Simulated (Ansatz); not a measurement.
```yaml
crystal:
  periodic: [false, false, false]
  atoms:
    - {symbol: C, position_ang: [-1.675039, 0.569893, 0.335804]}
    - {symbol: Hf, position_ang: [0.212040, 0.421156, -0.801481]}
    - {symbol: C, position_ang: [1.486579, -0.944179, 0.376646]}
    - {symbol: F, position_ang: [-0.148363, -0.375095, -2.494299]}
    - {symbol: F, position_ang: [1.035945, 2.137906, -0.860910]}
    - {symbol: H, position_ang: [-1.501795, 1.002064, 1.328711]}
    - {symbol: H, position_ang: [-2.427312, 1.191150, -0.163204]}
    - {symbol: H, position_ang: [-2.118279, -0.422562, 0.483148]}
    - {symbol: H, position_ang: [1.621521, -0.565108, 1.397049]}
    - {symbol: H, position_ang: [2.484796, -1.077016, -0.055554]}
    - {symbol: H, position_ang: [1.029897, -1.938208, 0.454091]}
basis:
  gaussian: {orbitals: def2-mTZVPP}
total_charge: -3
magnetization: {spin_polarized: true, initial_magnetization: 1}
hamiltonian: {xc: {name: HF}}
accuracy: high
output: {forces: true}
```

```sh
$ ansatz run in.yaml --threads 4 --pin off --events-out ev --progress --plain --max-ram 10444MiB
```

Output, abridged:

```
Functional definition: HF
3280 factors; integrals over basis functions are off by at most 9.6e-8 eV
mean field evaluation 1: about -8841.1821 eV, gradient 3.5e1 eV
mean field evaluation 2: about -8841.4029 eV, gradient 3.4e1 eV
mean field evaluation 4: about -8848.2859 eV, gradient 3.4e0 eV
mean field evaluation 8: about -8848.9818 eV, gradient 1.0e0 eV
mean field evaluation 16: about -8849.0847 eV, gradient 3.2e-2 eV
mean field evaluation 32: about -8849.0848 eV, gradient 2.4e-4 eV
mean field evaluation 352: about -8849.0848 eV, gradient 1.7e-4 eV
mean field -8849.62097691 eV, -325.2175724129 hartree, gradient 6.3e-8 eV, S^2 0.755443; 4 other end points of the search recorded, 0 dependent functions left out
reference -8849.62097691 eV, -325.2175724129 hartree; 26, 25 occupied and 126, 127 virtual orbitals, 3280 factors
Total energy: -8849.62097691 eV, -325.2175724129 hartree
Atom 0 at    -1.675039     0.569893     0.335804 Å, force    -1.643746    -0.108670     1.227474 eV/Å
Atom 1 at     0.212040     0.421156    -0.801481 Å, force     0.237372     0.471955    -0.895363 eV/Å
Atom 2 at     1.486579    -0.944179     0.376646 Å, force     0.967728    -1.234108     1.326896 eV/Å
Atom 3 at    -0.148363    -0.375095    -2.494299 Å, force    -0.692958    -1.490020    -2.429632 eV/Å
Atom 4 at     1.035945     2.137906    -0.860910 Å, force     1.267999     2.631910     0.254610 eV/Å
Atom 5 at    -1.501795     1.002064     1.328711 Å, force    -0.060800    -0.038676     0.106254 eV/Å
Atom 6 at    -2.427312     1.191150    -0.163204 Å, force    -0.304620     0.134058     0.030357 eV/Å
Atom 7 at    -2.118279    -0.422562     0.483148 Å, force    -0.095657    -0.017463     0.129564 eV/Å
Atom 8 at     1.621521    -0.565108     1.397049 Å, force     0.031040    -0.110409     0.114127 eV/Å
Atom 9 at     2.484796    -1.077016    -0.055554 Å, force     0.288773    -0.165696     0.029800 eV/Å
Atom 10 at     1.029897    -1.938208     0.454091 Å, force     0.004871    -0.072880     0.105915 eV/Å
Dipole moment:     0.060406     0.119912    -0.228404 e Å
```

In this input the charge is far from anything that the molecule holds. Self-consistency was reached. The result belongs to that input, not to the molecule as meant.
